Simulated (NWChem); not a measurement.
**Dipole moment of H2BF**

```xyz
4

B      0.0000     0.0000    -0.6756
H      1.0798     0.0000    -1.2399
H     -1.0798     0.0000    -1.2399
F      0.0000     0.0000     0.6509
```
Charge 0, spin multiplicity 1.

Program: NWChem. All single points use one geometry, from PBE/def2-SVP, a minimum by its harmonic frequencies.

Basis set: 6-31G*. The CCSD dipole comes from the Λ equations, without orbital relaxation.

The correlated methods keep 2 core orbitals frozen. B3LYP has NWChem's definition, with VWN1-RPA local correlation. The Pople sets run with spherical d functions. The structure started from a generated list of species. Coupled-cluster values serve here as a point of comparison, not as the truth.

Q: One of these methods gave a dipole moment of 0.49 D. Which?
(A) BHandHLYP
(B) HF
(C) PBE
(D) B3LYP

A: D, B3LYP. The others give 0.33 (PBE), 0.69 (BHandHLYP), 0.89 (HF).
